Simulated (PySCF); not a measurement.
**Calculated properties of `C(C[SH+])/C=C\OC` [radical]**

Compound: C5H10OS (charge +1 and doublet state).
Geometry (GFN2-xTB, Å), atoms numbered from 1 in this order:
```
atom  x, y, z in Å
C1     2.8197    0.6769    0.0225
O2     1.4937    0.2088    0.1267
C3     0.9490   -0.4500   -0.8685
C4    -0.3067   -0.9727   -0.7770
C5    -1.1483   -0.8839    0.4301
C6    -2.3663    0.0621    0.2296
S7    -1.8983    1.8022    0.3465
H8     3.4693    0.0355    0.6266
H9     3.1752    0.6857   -1.0092
H10    2.8474    1.6832    0.4436
H11    1.5280   -0.5762   -1.7802
H12   -0.7194   -1.4614   -1.6455
H13   -0.5638   -0.5610    1.2917
H14   -1.5753   -1.8688    0.6371
H15   -3.1135   -0.1431    0.9928
H16   -2.8001   -0.0806   -0.7587
H17   -1.7977    1.8552    1.6820
```

GFN2-xTB geometry:

| Property | Result |
| --- | --- |
| Point group of the GFN2-xTB geometry | C1 |
| Rotational constants A, B, C of the GFN2-xTB geometry | 3.318, 1.181, 0.951 GHz |

From UKS B3LYP, pcH-1 on C H O S, non-relativistic, mean-field spin-orbit, GIAO (PySCF):

| Item | Value |
| --- | --- |
| Isotropic g value | 2.00941 |
| Principal g values | 2.00285, 2.00616, 2.01921 |
| Spin squared ⟨S²⟩ | 0.753 |
| Largest Mulliken spin population | 0.36 on C4 |
| Largest isotropic hyperfine couplings (means over sets of like nuclei) | 1H +39.2 (H13/H14), 17O -27.3 (O2), 1H +23.8 (H8/H9/H10), 1H -23.0 (H12), 13C +20.3 (C4) MHz |

Monoisotopic mass of the ion (most abundant isotopes, electron mass counted): 118.0447 u.

With B = h/(8π²I), that is 505.379 GHz u Å² over I, the principal moments of inertia are 152.3, 427.8 and 531.3 u Å² (most abundant isotopes); the inertial defect Ic − Ia − Ib is -48.8 u Å² (zero for a rigid planar frame, negative otherwise). At 9.50 GHz, hν = g·μB·B₀ (B₀ the magnetic field) puts the centre of the isotropic spectrum, to first order, at 337.8 mT. ⟨S²⟩ is 0.003 above the pure-spin value S(S + 1) = 0.75. The rotational constants make it an asymmetric top with κ = (2B − A − C)/(A − C) = -0.81, nearer the prolate limit (−1). g_iso is shifted by about +7090 ppm from the free-electron value 2.002319; the principal values span 0.0164.

The structure is a single GFN2-xTB conformer in the gas phase; no vibrational or solvent corrections. GFN2-xTB frequencies show an imaginary mode (24i cm⁻¹), so this geometry is no minimum at that level. Hyperfine couplings depend on the geometry, which wasn't re-optimised at a DFT level. The unpaired spin is shared among atoms: the largest Mulliken spin population is 0.36. Couplings of like nuclei are plain means over topologically equivalent atoms, as if these changed places fast (by rotation of a methyl-like group, say); in this geometry the members of some sets differ.
